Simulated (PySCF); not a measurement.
Atom-mapped SMILES (the numbers label the heavy atoms): `[CH3:1][CH2:2][O:3][SiH2:4]/[N:5]=[CH:6]/[C:7]([CH3:8])=[O:9]`; H(Xn) means a hydrogen on atom n.

PySCF 2.14 calculation with GIAO PBE0/pcSseg-1 shieldings and geometry: GFN2-xTB; averaged over atoms made equivalent by symmetry, fast rotation or ring inversion, single conformer, no solvent model, no relativistic terms.

List the cross peaks expected in HSQC, COSY and HMBC spectra.

## Answers



HSQC (one-bond C–H):
```csv
δH,δC
8.15 (H(C6)),171.6 (C6)
4.28 (H(C2)),62.2 (C2)
2.42 (H(C8)),26.7 (C8)
1.35 (H(C1)),20.6 (C1)
```

COSY cross peaks (H two or three bonds apart, from the bond graph; peaks can be absent where the dihedral angle is near 90°):
```csv
δH,δH
4.28 (H(C2)),1.35 (H(C1))
```

HMBC (two and three bonds, from the bond graph):
```csv
δH,δC
8.15 (H(C6)),"205.2 (C7), 26.7 (C8)"
5.36 (H(Si4)),"171.6 (C6), 62.2 (C2)"
4.28 (H(C2)),20.6 (C1)
2.42 (H(C8)),"205.2 (C7), 171.6 (C6)"
1.35 (H(C1)),62.2 (C2)
```

Shifts are taken against calculated references (same method and geometry level): ¹H (σ = 31.72 ppm) and ¹³C (σ = 186.93 ppm) against TMS.

Shifts are as computed. Against solution values, carbons near 30 ppm lie about +3 ppm off and those near 130 ppm about +5 ppm. Of 1211 compounds with measured shifts, 218 miss one by over three times the rms of a fit or turn the order of signals round; such compounds aren't used in these exercises.
